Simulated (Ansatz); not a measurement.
A run on `CC(C)(C)[CH2][Sn]([F])([F])[F]` with other settings.

```yaml
crystal:
  periodic: [false, false, false]
  atoms:
    - {symbol: C, position_ang: [0.550791, -0.635276, -1.368968]}
    - {symbol: C, position_ang: [0.464217, -0.378696, 0.132100]}
    - {symbol: C, position_ang: [1.830390, -0.640314, 0.770323]}
    - {symbol: C, position_ang: [-0.572658, -1.303117, 0.762090]}
    - {symbol: C, position_ang: [0.113695, 1.085173, 0.406011]}
    - {symbol: Sn, position_ang: [-1.753854, 1.725491, -0.379533]}
    - {symbol: F, position_ang: [-1.956651, 1.624074, -2.269568]}
    - {symbol: F, position_ang: [-3.299305, 0.815818, 0.259025]}
    - {symbol: F, position_ang: [-2.118012, 3.551942, 0.011052]}
    - {symbol: H, position_ang: [-0.409660, -0.478766, -1.870296]}
    - {symbol: H, position_ang: [1.282621, 0.024428, -1.842725]}
    - {symbol: H, position_ang: [0.855192, -1.666530, -1.561448]}
    - {symbol: H, position_ang: [2.133709, -1.677068, 0.604930]}
    - {symbol: H, position_ang: [1.803093, -0.466258, 1.849037]}
    - {symbol: H, position_ang: [2.598692, 0.007245, 0.340157]}
    - {symbol: H, position_ang: [-0.290555, -2.347906, 0.613658]}
    - {symbol: H, position_ang: [-0.658264, -1.128502, 1.837929]}
    - {symbol: H, position_ang: [-1.566651, -1.167190, 0.324230]}
    - {symbol: H, position_ang: [0.053466, 1.296428, 1.476896]}
    - {symbol: H, position_ang: [0.848141, 1.768324, -0.028698]}
basis:
  gaussian: {orbitals: STO-3G, nuclear_model: gaussian}
total_charge: 1
magnetization: {spin_polarized: false, initial_magnetization: 1}
hamiltonian: {xc: {name: r2SCAN50}}
output: {forces: true}
```

```sh
$ ansatz run in.yaml --threads 4 --pin off --events-out ev --progress --plain --max-ram 66560MiB --backend cpu
```

Output, abridged:

```
Functional definition: r2SCAN50
1107 factors; integrals over basis functions are off by at most 4.7e-5 eV
mean field evaluation 1: about -175649.2579 eV, gradient 3.2e1 eV
mean field evaluation 2: about -175649.3303 eV, gradient 3.2e1 eV
mean field evaluation 4: about -175651.1319 eV, gradient 3.3e1 eV
mean field evaluation 8: about -175655.7094 eV, gradient 2.6e0 eV
mean field evaluation 16: about -175655.7539 eV, gradient 7.0e-2 eV
mean field evaluation 32: about -175655.7540 eV, gradient 7.1e-5 eV
mean field -175655.75396730 eV, -6455.2298945520 hartree, gradient 6.7e-6 eV, S^2 0.750000; 7 other end points of the search recorded, 0 dependent functions left out
reference -175655.75397182 eV, -6455.2298947180 hartree; 59, 58 occupied and 19, 20 virtual orbitals, 1107 factors
Total energy: -175655.75397182 eV, -6455.2298947180 hartree
Atom 0 at     0.550791    -0.635276    -1.368968 Å, force     0.222503    -0.123884    -1.032330 eV/Å
Atom 1 at     0.464217    -0.378696     0.132100 Å, force    -1.175759     0.016625    -0.613920 eV/Å
Atom 2 at     1.830390    -0.640314     0.770323 Å, force     1.275451     0.356119     0.784388 eV/Å
Atom 3 at    -0.572658    -1.303117     0.762090 Å, force    -0.626319    -0.629462     0.582650 eV/Å
Atom 4 at     0.113695     1.085173     0.406011 Å, force     1.163702     0.130688     0.653856 eV/Å
Atom 5 at    -1.753854     1.725491    -0.379533 Å, force    -1.713992     0.444499    -0.765161 eV/Å
Atom 6 at    -1.956651     1.624074    -2.269568 Å, force     0.304300    -0.070375     0.755067 eV/Å
Atom 7 at    -3.299305     0.815818     0.259025 Å, force     0.778904     0.213983    -0.135264 eV/Å
Atom 8 at    -2.118012     3.551942     0.011052 Å, force     0.317471    -0.637362    -0.035306 eV/Å
Atom 9 at    -0.409660    -0.478766    -1.870296 Å, force     0.094626    -0.043042     0.184325 eV/Å
Atom 10 at     1.282621     0.024428    -1.842725 Å, force    -0.096183    -0.138695     0.150951 eV/Å
Atom 11 at     0.855192    -1.666530    -1.561448 Å, force    -0.074937     0.212854     0.092104 eV/Å
Atom 12 at     2.133709    -1.677068     0.604930 Å, force    -0.281099     0.084353    -0.121794 eV/Å
Atom 13 at     1.803093    -0.466258     1.849037 Å, force    -0.056203    -0.031339    -0.188269 eV/Å
Atom 14 at     2.598692     0.007245     0.340157 Å, force    -0.170115    -0.099380     0.027772 eV/Å
Atom 15 at    -0.290555    -2.347906     0.613658 Å, force    -0.025838     0.242557    -0.002956 eV/Å
Atom 16 at    -0.658264    -1.128502     1.837929 Å, force     0.091358    -0.027146    -0.205759 eV/Å
Atom 17 at    -1.566651    -1.167190     0.324230 Å, force     0.206347     0.024847    -0.030554 eV/Å
Atom 18 at     0.053466     1.296428     1.476896 Å, force    -0.170755     0.005393     0.051314 eV/Å
Atom 19 at     0.848141     1.768324    -0.028698 Å, force    -0.063462     0.068768    -0.151114 eV/Å
Dipole moment:     0.440518     0.036907     0.244097 e Å
```

Run time 19 s (4 threads of an AMD EPYC 7R13 on a shared host); peak host memory 1.2 GiB.
